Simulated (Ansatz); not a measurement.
Ansatz (a program for electronic structure) job for C₅H₄F₂O, SMILES C(#C)[C@H]1C(F)(F)OC1, PBE-D3(BJ)/def2-SVP. 

Ansatz 0.2 input:
```yaml
crystal:
  periodic: [false, false, false]
  atoms:
    - {symbol: C, position_ang: [2.18745604, -0.81176005, 1.75943976]}
    - {symbol: C, position_ang: [1.08881572, -0.62619522, 1.28690311]}
    - {symbol: C, position_ang: [-0.22836226, -0.42260370, 0.71968400]}
    - {symbol: C, position_ang: [-0.76213019, -1.43058745, -0.33206072]}
    - {symbol: O, position_ang: [-0.95954422, -0.35834134, -1.28538996]}
    - {symbol: C, position_ang: [-0.38959244, 0.58037920, -0.44986257]}
    - {symbol: F, position_ang: [-1.21018738, 1.61972609, -0.21772676]}
    - {symbol: F, position_ang: [0.74701649, 1.08994972, -0.95212905]}
    - {symbol: H, position_ang: [3.16515515, -0.96772811, 2.17534483]}
    - {symbol: H, position_ang: [-0.97142104, -0.19822327, 1.49986842]}
    - {symbol: H, position_ang: [-1.70848939, -1.93161514, -0.08181137]}
    - {symbol: H, position_ang: [-0.01747430, -2.15818192, -0.68620110]}
basis:
  gaussian:
    orbitals: def2-SVP
hamiltonian:
  xc: pbe
  dispersion: d3bj
relax: {f_tol: 0.002, max_steps: 200}
```

Program output:

```
WARN ansatz: RAYON_NUM_THREADS=1 ignored (pool sized by the plan → 1); use --threads N
Functional definition: PBE
integrals: 0.08 GiB planned
1461 factors; their error is unknown
mean field: 0.44 GiB planned
mean field evaluation 1: about -12696.4695 eV, gradient 6.0e1 eV
mean field evaluation 2: about -12690.0657 eV, gradient 8.4e1 eV
mean field evaluation 4: about -12704.9126 eV, gradient 4.7e0 eV
mean field evaluation 8: about -12704.9539 eV, gradient 8.9e-2 eV
mean field evaluation 16: about -12704.8757 eV, gradient 4.2e-4 eV
mean field -12704.87570660 eV, -466.8955705434 hartree, gradient 5.9e-5 eV, S^2 0.000000; 0 other end points of the search recorded, 0 dependent functions left out
the calculation of the forces begins
reference -12704.87573547 eV, -466.8955716044 hartree; 30, 30 occupied and 102, 102 virtual orbitals, 1461 factors
relax step   1: F+E_penalty+E_count = -12705.13226616 eV  Δ(F+E_penalty+E_count) = +0.000e0 eV  max|allowed force component| = 1.109e0 eV/Å  Δτ_max = 0.0000 Å  (30 SCF iters, accepted)
these checks for a lower state are left out or cut short: starts, cluster_reference, orbital_swaps, neighbouring_geometries, increment
integrals: 0.08 GiB planned
1461 factors; their error is unknown
mean field: 0.44 GiB planned
mean field -12704.89473854 eV, -466.8962699544 hartree, gradient 1.4e-5 eV, S^2 0.000000; 0 other end points of the search recorded, 0 dependent functions left out
the calculation of the forces begins
reference -12704.89476750 eV, -466.8962710186 hartree; 30, 30 occupied and 102, 102 virtual orbitals, 1461 factors
relax step   2: F+E_penalty+E_count = -12705.15048899 eV  Δ(F+E_penalty+E_count) = -1.822e-2 eV  max|allowed force component| = 1.709e-1 eV/Å  Δτ_max = 0.0171 Å  (33 SCF iters, accepted)
these checks for a lower state are left out or cut short: starts, cluster_reference, orbital_swaps, neighbouring_geometries, increment
integrals: 0.08 GiB planned
1461 factors; their error is unknown
mean field: 0.44 GiB planned
mean field evaluation 32: about -12704.8968 eV, gradient 1.5e-5 eV
mean field -12704.89675167 eV, -466.8963439356 hartree, gradient 1.5e-5 eV, S^2 0.000000; 0 other end points of the search recorded, 0 dependent functions left out
the calculation of the forces begins
reference -12704.89678065 eV, -466.8963450006 hartree; 30, 30 occupied and 102, 102 virtual orbitals, 1461 factors
relax step   3: F+E_penalty+E_count = -12705.15225304 eV  Δ(F+E_penalty+E_count) = -1.764e-3 eV  max|allowed force component| = 2.709e-2 eV/Å  Δτ_max = 0.0049 Å  (34 SCF iters, accepted)
these checks for a lower state are left out or cut short: starts, cluster_reference, orbital_swaps, neighbouring_geometries, increment
integrals: 0.08 GiB planned
1461 factors; their error is unknown
mean field: 0.44 GiB planned
mean field -12704.89679791 eV, -466.8963456348 hartree, gradient 7.8e-6 eV, S^2 0.000000; 0 other end points of the search recorded, 0 dependent functions left out
the calculation of the forces begins
reference -12704.89682689 eV, -466.8963466999 hartree; 30, 30 occupied and 102, 102 virtual orbitals, 1461 factors
relax step   4: F+E_penalty+E_count = -12705.15228990 eV  Δ(F+E_penalty+E_count) = -3.686e-5 eV  max|allowed force component| = 7.489e-3 eV/Å  Δτ_max = 0.0011 Å  (24 SCF iters, accepted)
these checks for a lower state are left out or cut short: starts, cluster_reference, orbital_swaps, neighbouring_geometries, increment
integrals: 0.08 GiB planned
1461 factors; their error is unknown
mean field: 0.44 GiB planned
mean field -12704.89680739 eV, -466.8963459833 hartree, gradient 1.1e-5 eV, S^2 0.000000; 0 other end points of the search recorded, 0 dependent functions left out
the calculation of the forces begins
reference -12704.89683638 eV, -466.8963470487 hartree; 30, 30 occupied and 102, 102 virtual orbitals, 1461 factors
relax step   5: F+E_penalty+E_count = -12705.15230147 eV  Δ(F+E_penalty+E_count) = -1.156e-5 eV  max|allowed force component| = 4.596e-3 eV/Å  Δτ_max = 0.0014 Å  (25 SCF iters, accepted)
these checks for a lower state are left out or cut short: starts, cluster_reference, orbital_swaps, neighbouring_geometries, increment
integrals: 0.08 GiB planned
1461 factors; their error is unknown
mean field: 0.44 GiB planned
mean field -12704.89682497 eV, -466.8963466294 hartree, gradient 1.5e-5 eV, S^2 0.000000; 0 other end points of the search recorded, 0 dependent functions left out
the calculation of the forces begins
reference -12704.89685398 eV, -466.8963476953 hartree; 30, 30 occupied and 102, 102 virtual orbitals, 1461 factors
relax step   6: F+E_penalty+E_count = -12705.15231641 eV  Δ(F+E_penalty+E_count) = -1.494e-5 eV  max|allowed force component| = 8.314e-3 eV/Å  Δτ_max = 0.0032 Å  (35 SCF iters, accepted)
these checks for a lower state are left out or cut short: starts, cluster_reference, orbital_swaps, neighbouring_geometries, increment
integrals: 0.08 GiB planned
1461 factors; their error is unknown
mean field: 0.44 GiB planned
mean field -12704.89684693 eV, -466.8963474364 hartree, gradient 1.5e-5 eV, S^2 0.000000; 0 other end points of the search recorded, 0 dependent functions left out
the calculation of the forces begins
reference -12704.89687595 eV, -466.8963485028 hartree; 30, 30 occupied and 102, 102 virtual orbitals, 1461 factors
relax step   7: F+E_penalty+E_count = -12705.15232837 eV  Δ(F+E_penalty+E_count) = -1.196e-5 eV  max|allowed force component| = 6.122e-3 eV/Å  Δτ_max = 0.0041 Å  (34 SCF iters, accepted)
these checks for a lower state are left out or cut short: starts, cluster_reference, orbital_swaps, neighbouring_geometries, increment
integrals: 0.08 GiB planned
1461 factors; their error is unknown
mean field: 0.44 GiB planned
mean field evaluation 64: about -12704.8967 eV, gradient 1.8e-3 eV
mean field -12704.89666756 eV, -466.8963408446 hartree, gradient 1.5e-5 eV, S^2 0.000000; 0 other end points of the search recorded, 0 dependent functions left out
the calculation of the forces begins
reference -12704.89669658 eV, -466.8963419109 hartree; 30, 30 occupied and 102, 102 virtual orbitals, 1461 factors
relax step   8: F+E_penalty+E_count = -12705.15217443 eV  Δ(F+E_penalty+E_count) = +1.539e-4 eV  max|allowed force component| = 9.323e-2 eV/Å  Δτ_max = 0.0020 Å  (35 SCF iters, rejected (line search))
these checks for a lower state are left out or cut short: starts, cluster_reference, orbital_swaps, neighbouring_geometries, increment
integrals: 0.08 GiB planned
1461 factors; their error is unknown
mean field: 0.44 GiB planned
mean field -12704.89685561 eV, -466.8963477552 hartree, gradient 7.2e-6 eV, S^2 0.000000; 0 other end points of the search recorded, 0 dependent functions left out
the calculation of the forces begins
reference -12704.89688463 eV, -466.8963488218 hartree; 30, 30 occupied and 102, 102 virtual orbitals, 1461 factors
relax step   9: F+E_penalty+E_count = -12705.15233149 eV  Δ(F+E_penalty+E_count) = -3.122e-6 eV  max|allowed force component| = 2.331e-3 eV/Å  Δτ_max = 0.0010 Å  (24 SCF iters, accepted)
these checks for a lower state are left out or cut short: starts, cluster_reference, orbital_swaps, neighbouring_geometries, increment
integrals: 0.08 GiB planned
1461 factors; their error is unknown
mean field: 0.44 GiB planned
mean field -12704.89685614 eV, -466.8963477748 hartree, gradient 8.0e-6 eV, S^2 0.000000; 0 other end points of the search recorded, 0 dependent functions left out
the calculation of the forces begins
reference -12704.89688517 eV, -466.8963488415 hartree; 30, 30 occupied and 102, 102 virtual orbitals, 1461 factors
relax step  10: F+E_penalty+E_count = -12705.15233153 eV  Δ(F+E_penalty+E_count) = -3.848e-8 eV  max|allowed force component| = 2.973e-3 eV/Å  Δτ_max = 0.0012 Å  (24 SCF iters, accepted)
these checks for a lower state are left out or cut short: starts, cluster_reference, orbital_swaps, neighbouring_geometries, increment
integrals: 0.08 GiB planned
1461 factors; their error is unknown
mean field: 0.44 GiB planned
mean field -12704.89686026 eV, -466.8963479262 hartree, gradient 2.5e-5 eV, S^2 0.000000; 0 other end points of the search recorded, 0 dependent functions left out
the calculation of the forces begins
reference -12704.89688929 eV, -466.8963489930 hartree; 30, 30 occupied and 102, 102 virtual orbitals, 1461 factors
relax step  11: F+E_penalty+E_count = -12705.15233220 eV  Δ(F+E_penalty+E_count) = -6.690e-7 eV  max|allowed force component| = 6.399e-4 eV/Å  Δτ_max = 0.0003 Å  (21 SCF iters, accepted)
integrals: 0.08 GiB planned
1461 factors; their error is unknown
mean field: 0.44 GiB planned
mean field evaluation 96: about -12704.8969 eV, gradient 6.7e-3 eV
mean field -12704.89686026 eV, -466.8963479262 hartree, gradient 2.5e-5 eV, S^2 0.000000; 1 other end points of the search recorded, 0 dependent functions left out
the calculation of the forces begins
reference -12704.89688929 eV, -466.8963489930 hartree; 30, 30 occupied and 102, 102 virtual orbitals, 1461 factors
Total energy: -12705.15236123 eV, -466.9057374136 hartree
Atom 0 at     2.196280    -0.813404     1.768537 Å, force     0.000640     0.000006     0.000487 eV/Å
Atom 1 at     1.087212    -0.627677     1.290354 Å, force    -0.000313     0.000012    -0.000502 eV/Å
Atom 2 at    -0.227586    -0.425383     0.720402 Å, force    -0.000363     0.000294    -0.000191 eV/Å
Atom 3 at    -0.764574    -1.430730    -0.335112 Å, force    -0.000073    -0.000313    -0.000035 eV/Å
Atom 4 at    -0.978687    -0.356030    -1.291767 Å, force    -0.000122     0.000052    -0.000002 eV/Å
Atom 5 at    -0.392011     0.583691    -0.452471 Å, force     0.000402    -0.000002    -0.000250 eV/Å
Atom 6 at    -1.209633     1.636052    -0.215472 Å, force    -0.000082     0.000015     0.000224 eV/Å
Atom 7 at     0.753346     1.088737    -0.965412 Å, force     0.000041     0.000085     0.000084 eV/Å
Atom 8 at     3.180417    -0.968375     2.188390 Å, force    -0.000141    -0.000043    -0.000083 eV/Å
Atom 9 at    -0.979914    -0.198424     1.503172 Å, force    -0.000047    -0.000113     0.000023 eV/Å
Atom 10 at    -1.712432    -1.944470    -0.077549 Å, force    -0.000018     0.000017     0.000108 eV/Å
Atom 11 at    -0.011175    -2.159170    -0.697013 Å, force     0.000075    -0.000010     0.000138 eV/Å
Dipole moment:     0.010536    -0.434477     0.358177 e Å
```

Self-consistency was reached.

Cost: about 40 core-seconds (a rough figure).
